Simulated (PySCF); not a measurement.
Two species compared at the same levels of theory.

First species: C₆H₁₆N₂.
Atom-mapped SMILES: `[CH3:1][CH2:2][C@@H:3]([CH2:4][CH2:5][NH2:6])[NH:7][CH3:8]` (hydrogens: H9, H10, H11 on C1; H12, H13 on C2; H14 on C3; H15, H16 on C4; H17, H18 on C5; H19, H20 on N6; H21 on N7; H22, H23, H24 on C8)

Second species: C7H5F3N2.
InChI=1S/C7H5F3N2/c1-5(2-3-11)6(4-12)7(8,9)10/h2H2,1H3/b6-5-

Levels: PBE0/pcSseg-1 for HOMO energy, LUMO energy and HOMO–LUMO gap. Geometries: GFN2-xTB. Each species is one conformer at its optimised geometry, gas phase, non-relativistic unless stated; the electronic structure was computed with PySCF and density fitting.

Dipoles, sizes and rotational constants follow the conformer. The torsions of the flexible species, by atom-mapped SMILES:
- `[CH3:1]/[C:2]([CH2:3][C:4]#[N:5])=[C:6](\[C:7]#[N:8])[C:9]([F:10])([F:11])[F:12]`: C1–C2–C3–C4 -74°, C2–C6–C9–F10 62°

The conformers of `CC[C@@H](CCN)NC` aren't listed.

```
     property  column X  column Y
  HOMO energy  -6.15 eV  -8.86 eV
  LUMO energy   1.55 eV  -2.59 eV
HOMO–LUMO gap   7.70 eV   6.27 eV
```

Q: Which column belongs to which species?

A: Column X is the first species and column Y the second. The first has 24 atoms and 66 electrons, the second 17 and 88.

Q: How does each property change from the first species to the second?

A: HOMO energy -2.71 eV; LUMO energy -4.14 eV; HOMO–LUMO gap -1.43 eV.

